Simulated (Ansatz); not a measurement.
Geometry optimisation, Ansatz, RKS PBE/def2-SVP.

The input (input.yaml):

```yaml
crystal:
  periodic: [false, false, false]
  atoms:
    - { symbol: Ga, position_ang: [-0.000846, -0.559643, -1.129815] }
    - { symbol: "N", position_ang: [1.305314, -0.002791, 1.645095] }
    - { symbol: H, position_ang: [1.063775, 0.750811, 2.299206] }
    - { symbol: H, position_ang: [2.048232, -0.569605, 2.070336] }
    - { symbol: H, position_ang: [1.719649, 0.453457, 0.80406] }
    - { symbol: Cl, position_ang: [-2.152923, -0.072229, -0.701182] }
basis:
  gaussian: { orbitals: def2-SVP }
hamiltonian:
  xc: pbe
relax:
  f_tol: 0.03
  max_steps: 50
```

Run as:

```bash
$ ansatz run input.yaml --threads 1 --pin off --max-ram 2048MiB --backend cpu --events-out ev --progress --plain --runs-dir out
```

**Question.** Where does it end, and by what steps?

**Answer.** The run converged. After 10 steps the energy has fallen by 0.429 eV; H3 moved furthest, 1.02 Å.

| step | energy less start (eV) | largest force component (eV/Å) | accepted |
| --- | --- | --- | --- |
| 0 | 0.0000 | 0.877 | yes |
| 1 | -0.0910 | 0.859 | yes |
| 2 | -0.1675 | 1.222 | yes |
| 3 | -0.2731 | 0.546 | yes |
| 4 | -0.3330 | 0.225 | yes |
| 5 | -0.3787 | 0.398 | yes |
| 6 | -0.4079 | 0.316 | yes |
| 7 | -0.4156 | 0.598 | yes |
| 8 | -0.4245 | 0.198 | yes |
| 9 | -0.4281 | 0.090 | yes |
| 10 | -0.4289 | 0.013 | yes |

```xyz
6
Properties=species:S:1:pos:R:3
Ga 0.290 -0.723 -0.879
N 1.282 0.034 1.193
H 0.414 0.443 1.578
H 1.616 -0.684 1.850
H 1.999 0.771 1.153
Cl -1.618 0.159 0.093
```

Whether the end is a true minimum wasn't checked by a vibrational analysis.

The run took 27 s on 1 thread of Arm Neoverse V1, on a shared host, peak memory 0.14 GiB.
